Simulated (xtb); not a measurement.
Input file for xtb: GFN2-xTB on CH7GeN (SMILES [CH3][GeH2][NH2]), a point of a torsion scan.

```
$ xtb mol.xyz --gfn 2 --opt vtight --chrg 0 --uhf 0 --input xcontrol
10

C      1.28744532     0.47545367    -0.00607978
Ge    -0.18963167    -0.78007795    -0.08666333
N     -0.06695107    -1.98657611     1.31075828
H      2.25275906    -0.03312477    -0.07839361
H      1.22668033     1.21786477    -0.81450521
H      1.22713685     0.99118065     0.98484190
H     -0.01256378    -1.58429984    -1.40193337
H     -1.54285070    -0.04452576    -0.11295776
H     -0.46205447    -1.63173290     2.20591139
H      0.92011370    -2.29991993     1.37853536
$constrain
  force constant=1.0
  dihedral: 4,1,2,3,60.0
$end
```

Program output:

```
[...]
           -------------------------------------------------
          |                Calculation Setup                |
           -------------------------------------------------



           -------------------------------------------------
          |                 G F N 2 - x T B                 |
           -------------------------------------------------

        Reference                      10.1021/acs.jctc.8b01176
      * Hamiltonian:
        H0-scaling (s, p, d)           1.850000    2.230000    2.230000
        zeta-weighting                 0.500000
      * Dispersion:
        s8                             2.700000
        a1                             0.520000
        a2                             5.000000
        s9                             5.000000
      * Repulsion:
        kExp                           1.500000    1.000000
        rExp                           1.000000
      * Coulomb:
        alpha                          2.000000
        third order                    shell-resolved
        anisotropic                    true
        a3                             3.000000
        a5                             4.000000
        cn-shift                       1.200000
        cn-exp                         4.000000
        max-rad                        5.000000


          ...................................................
          :                      SETUP                      :
          :.................................................:
          :  # basis functions                  25          :
          :  # atomic orbitals                  24          :
          :  # shells                           14          :
          :  # electrons                        20          :
          :  max. iterations                   250          :
          :  Hamiltonian                  GFN2-xTB          :
          :  restarted?                      false          :
          :  GBSA solvation                  false          :
          :  PC potential                    false          :
          :  electronic temp.          300.0000000     K    :
          :  accuracy                    1.0000000          :
          :  -> integral cutoff          0.2500000E+02      :
          :  -> integral neglect         0.1000000E-07      :
          :  -> SCF convergence          0.1000000E-05 Eh   :
          :  -> wf. convergence          0.1000000E-03 e    :
          :  Broyden damping             0.4000000          :
          :  net charge                          0          :
          :  unpaired electrons                  0          :
          ...................................................

 iter      E             dE          RMSdq      gap      omega  full diag
   1    -10.3668332 -0.103668E+02  0.597E+00    5.41       0.0  T
   2    -10.3185226  0.483106E-01  0.811E+00    9.29       1.0  T
   3    -10.6240609 -0.305538E+00  0.303E+00    8.10       1.0  T
   4    -10.6121588  0.119021E-01  0.261E+00    8.19       1.0  T
   5    -10.6331861 -0.210273E-01  0.215E-01    7.80       1.0  T
   6    -10.6333995 -0.213369E-03  0.227E-01    7.74       1.0  T
   7    -10.6334486 -0.490770E-04  0.657E-02    7.79       1.0  T
   8    -10.6334518 -0.320617E-05  0.219E-02    7.78       1.4  T
   9    -10.6334525 -0.753042E-06  0.541E-03    7.78       5.9  T
  10    -10.6334525 -0.656539E-08  0.184E-03    7.78      17.2  T
  11    -10.6334525 -0.537801E-08  0.313E-04    7.78     100.9  T
  12    -10.6334525 -0.262830E-10  0.419E-05    7.78     754.2  T

   *** convergence criteria satisfied after 12 iterations ***

         #    Occupation            Energy/Eh            Energy/eV
      -------------------------------------------------------------
         1        2.0000           -0.6285501             -17.1037
       ...           ...                  ...                  ...
         4        2.0000           -0.5076884             -13.8149
         5        2.0000           -0.4762421             -12.9592
         6        2.0000           -0.4748844             -12.9223
         7        2.0000           -0.4503809             -12.2555
         8        2.0000           -0.4232338             -11.5168
         9        2.0000           -0.4194229             -11.4131
        10        2.0000           -0.3787769             -10.3070 (HOMO)
        11                         -0.0930406              -2.5318 (LUMO)
        12                         -0.0811308              -2.2077
        13                         -0.0603343              -1.6418
        14                         -0.0333308              -0.9070
        15                          0.0657816               1.7900
       ...                                ...                  ...
        24                          1.1430187              31.1031
      -------------------------------------------------------------
                  HL-Gap            0.2857364 Eh            7.7753 eV
             Fermi-
[...]
adient             ...        0 min,  0.001 sec ( 42.812%)
 printout                       ...        0 min,  0.000 sec (  2.973%)

         :::::::::::::::::::::::::::::::::::::::::::::::::::::
         ::                     SUMMARY                     ::
         :::::::::::::::::::::::::::::::::::::::::::::::::::::
         :: total energy             -10.543032993783 Eh    ::
         :: gradient norm              0.000063374610 Eh/a0 ::
         :: HOMO-LUMO gap              7.793908290751 eV    ::
         ::.................................................::
         :: SCC energy               -10.658722554276 Eh    ::
         :: -> isotropic ES            0.011046377672 Eh    ::
         :: -> anisotropic ES          0.003084577400 Eh    ::
         :: -> anisotropic XC          0.006049774107 Eh    ::
         :: -> dispersion             -0.004254924246 Eh    ::
         :: repulsion energy           0.115689560487 Eh    ::
         :: add. restraining           0.000000000006 Eh    ::
         :: total charge               0.000000000000 e     ::
         :::::::::::::::::::::::::::::::::::::::::::::::::::::

           -------------------------------------------------
          |                Property Printout                |
           -------------------------------------------------

    * Orbital Energies and Occupations

         #    Occupation            Energy/Eh            Energy/eV
      -------------------------------------------------------------
         1        2.0000           -0.6281910             -17.0939
         2        2.0000           -0.5830137             -15.8646
         3        2.0000           -0.5694777             -15.4963
         4        2.0000           -0.5065088             -13.7828
         5        2.0000           -0.4747144             -12.9176
         6        2.0000           -0.4742026             -12.9037
         7        2.0000           -0.4544611             -12.3665
         8        2.0000           -0.4234387             -11.5224
         9        2.0000           -0.4217751             -11.4771
        10        2.0000           -0.3787974             -10.3076 (HOMO)
        11                         -0.0923766              -2.5137 (LUMO)
        12                         -0.0699511              -1.9035
        13                         -0.0509425              -1.3862
        14                         -0.0215560              -0.5866
        15                          0.0978993               2.6640
        16                          0.1113843               3.0309
        17                          0.1319105               3.5895
        18                          0.1864053               5.0723
        19                          0.1907075               5.1894
        20                          0.1997655               5.4359
        21                          0.2235568               6.0833
       ...                                ...                  ...
        24                          1.1808539              32.1327
      -------------------------------------------------------------
                  HL-Gap            0.2864209 Eh            7.7939 eV
             Fermi-level           -0.2355870 Eh           -6.4106 eV

     #   Z          covCN         q      C6AA      α(0)
     1   6 C        3.660    -0.148    23.680     6.983
     2  32 Ge       3.595     0.158   169.279    23.395
     3   7 N        2.553    -0.376    29.725     8.097
     4   1 H        0.925     0.039     2.461     2.453
     5   1 H        0.925     0.041     2.442     2.444
     6   1 H        0.925     0.039     2.461     2.453
     7   1 H        0.938    -0.033     3.686     3.002
     8   1 H        0.938    -0.033     3.687     3.002
     9   1 H        0.861     0.156     1.360     1.827
    10   1 H        0.861     0.156     1.361     1.827

 Mol. C6AA /au·bohr⁶  :       1159.186585
 Mol. C8AA /au·bohr⁸  :      45556.139077
 Mol. α(0) /au        :         55.482652


Wiberg/Mayer (AO) data.
largest (>0.10) Wiberg bond orders for each atom

 ---------------------------------------------------------------------------
     #   Z sym  total        # sym  WBO       # sym  WBO       # sym  WBO
 ---------------------------------------------------------------------------
     1   6 C    3.986 --     5 H    0.975     4 H    0.971     6 H    0.971
                             2 Ge   0.883
     2  32 Ge   3.791 --     3 N    1.120     1 C    0.883     8 H    0.841
                             7 H    0.841
     3   7 N    3.176 --     2 Ge   1.120    10 H    0.950     9 H    0.950
     4   1 H    0.998 --     1 C    0.971
     5   1 H    0.998 --     1 C    0.975
     6   1 H    0.998 --     1 C    0.971
     7   1 H    0.999 --     2 Ge   0.841
     8   1 H    0.999 --     2 Ge   0.841
     9   1 H    0.976 --     3 N    0.950
    10   1 H    0.976 --     3 N    0.950
 ---------------------------------------------------------------------------

Topologies differ in total number of bonds
Writing topology from bond orders to xtbtopo.mol

molecular dipole:
                 x           y           z       tot (Debye)
 q only:        0.245       0.072       0.197
   full:        0.662       0.311       0.395       2.112
molecular quadrupole (traceless):
                xx          xy          yy          xz          yz          zz
 q only:       -0.574      -1.439      -0.718       0.521      -1.079       1.292
  q+dip:       -0.305      -3.363      -2.057       0.939      -1.157       2.361
   full:       -0.443      -3.416      -2.120       1.069      -1.373       2.563

           -------------------------------------------------
          |                Geometry Summary                 |
           -------------------------------------------------

      molecular mass/u    :      105.7005745
   center of mass at/Å    :        0.0727450      -0.7723715       0.1289830
  moments of inertia/u·Å² :        0.3559446E+02   0.9068729E+02   0.1144279E+03
rotational constants/cm⁻¹ :        0.4736027E+00   0.1858875E+00   0.1473210E+00

 * 9 selected distances

     #   Z          #   Z                                           value/Å
     1   6 C        2  32 Ge                                      1.9800161 (max)
     2  32 Ge       3   7 N                                       1.8160087
     1   6 C        4   1 H                                       1.0877028
     1   6 C        5   1 H                                       1.0850019
     1   6 C        6   1 H                                       1.0877162
     2  32 Ge       7   1 H                                       1.5009422
     2  32 Ge       8   1 H                                       1.5009492
     3   7 N        9   1 H                                       1.0105781 (min)
Note: The following floating-point exceptions are signalling: IEEE_UNDERFLOW_FLAG IEEE_DENORMAL
normal termination of xtb
     3   7 N       10   1 H                                       1.0106357

 * 5 distinct bonds (by element types)

   Z      Z             #   av. dist./Å        max./Å        min./Å
   1 H    6 C           3     1.0868070     1.0877162     1.0850019
   1 H    7 N           2     1.0106069     1.0106357     1.0105781
   1 H   32 Ge          2     1.5009457     1.5009492     1.5009422
   6 C   32 Ge          1     1.9800161     1.9800161     1.9800161
   7 N   32 Ge          1     1.8160087     1.8160087     1.8160087


optimized geometry written to: xtbopt.xyz


           -------------------------------------------------
          | TOTAL ENERGY              -10.543032993783 Eh   |
          | GRADIENT NORM               0.000063374610 Eh/α |
          | HOMO-LUMO GAP               7.793908290751 eV   |
           -------------------------------------------------

------------------------------------------------------------------------
------------------------------------------------------------------------
 total:
 SCF:
 ANC optimizer:
```

The run finished.

Warnings raised: the energy holds the restraint's term.

Cost: very roughly 0.10 core-seconds.
